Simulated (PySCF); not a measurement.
CH2Li2, SMILES [Li][CH2][Li]. Atoms are numbered in the order given.

```xyz
5

C      0.0000     0.0000    -0.3338
H      0.0000     0.8865    -0.9947
H      0.0000    -0.8865    -0.9947
Li    -1.6603     0.0000     0.6653
Li     1.6603     0.0000     0.6653
```
Charge 0, spin multiplicity 1.

The structure is a stationary point at r2SCAN-D4/def2-TZVPD.

Two levels are set side by side: PBE/pcSseg-2 (PySCF) and HF/pcSseg-2 (PySCF). GIAO shifts against TMS (¹H), TMS (¹³C) at the same level; non-relativistic, no solvent, atoms listed together averaged. Differences are taken from unrounded values.

| quantity | HF |
|---|---|
| δ(¹³C) of C1 (ppm) | -18.9 |
| δ(¹H) of H2, H3 (ppm) | -0.98 |

### Question
What does PBE give, and how far is it from HF? (The exact figures need the calculation; the answer reports its results.)

### Answer

```
quantity                 PBE  PBE minus HF
---------------------  -----  ------------
δ(¹³C) of C1 (ppm)     -30.8         -11.9
δ(¹H) of H2, H3 (ppm)  -0.72          0.26
```

Rough cost on one machine, each run with all the roots and properties that it gave: HF against PBE within a factor of 2.
